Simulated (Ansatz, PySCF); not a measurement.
Noncovalent pair: HF (SMILES F) (first 2 atoms) with C4H6 (SMILES C=CC=C); geometry from B3LYP-D3(BJ)/def2-TZVP, rigid monomers moved along the line of their centres of mass till H2···C3 is 2.44 Å.
(charge 0, multiplicity 1):
```json
[
 {"atom": "F", "x (Å)": "0.5360", "y (Å)": "0.0197", "z (Å)": "0.2479"},
 {"atom": "H", "x (Å)": "0.6546", "y (Å)": "0.2495", "z (Å)": "1.1478"},
 {"atom": "C", "x (Å)": "1.0419", "y (Å)": "1.2923", "z (Å)": "3.3212"},
 {"atom": "C", "x (Å)": "0.5945", "y (Å)": "0.1004", "z (Å)": "3.7348"},
 {"atom": "C", "x (Å)": "-0.7980", "y (Å)": "-0.2016", "z (Å)": "4.0154"},
 {"atom": "C", "x (Å)": "-1.2258", "y (Å)": "-1.3957", "z (Å)": "4.4250"},
 {"atom": "H", "x (Å)": "0.3677", "y (Å)": "2.1292", "z (Å)": "3.1803"},
 {"atom": "H", "x (Å)": "2.0928", "y (Å)": "1.4708", "z (Å)": "3.1380"},
 {"atom": "H", "x (Å)": "1.3015", "y (Å)": "-0.7124", "z (Å)": "3.8771"},
 {"atom": "H", "x (Å)": "-1.5088", "y (Å)": "0.6073", "z (Å)": "3.8745"},
 {"atom": "H", "x (Å)": "-2.2712", "y (Å)": "-1.5860", "z (Å)": "4.6257"},
 {"atom": "H", "x (Å)": "-0.5391", "y (Å)": "-2.2215", "z (Å)": "4.5692"}
]
```

Interaction energies are E(AB) − E(A) − E(B) at the monomers' geometry in the complex; basis-set methods are counterpoise corrected.

Frozen-core correlation.

Run with Ansatz (Gaussian orbitals); PySCF for the dispersion terms. Values without a source in brackets are computed.

PBE/def2-TZVPPD gives -4.24 kcal/mol for the interaction energy.

Q: Predict the shift from PBE, with its sign, for: PBE-D3(BJ)/def2-TZVPPD, r2SCAN/def2-TZVPPD, PBE0/def2-TZVPPD, wB97M-V/def2-TZVPPD, MP2/aug-cc-pVDZ, CCSD(T)/aug-cc-pVDZ.

A: PBE-D3(BJ)/def2-TZVPPD -0.73; r2SCAN/def2-TZVPPD -0.31; PBE0/def2-TZVPPD 0.02; wB97M-V/def2-TZVPPD -0.23; MP2/aug-cc-pVDZ 0.39; CCSD(T)/aug-cc-pVDZ 0.59 kcal/mol. 3 of 6 lie above PBE; the widest gap is to PBE-D3(BJ)/def2-TZVPPD.

Ansatz is a first-principles code.
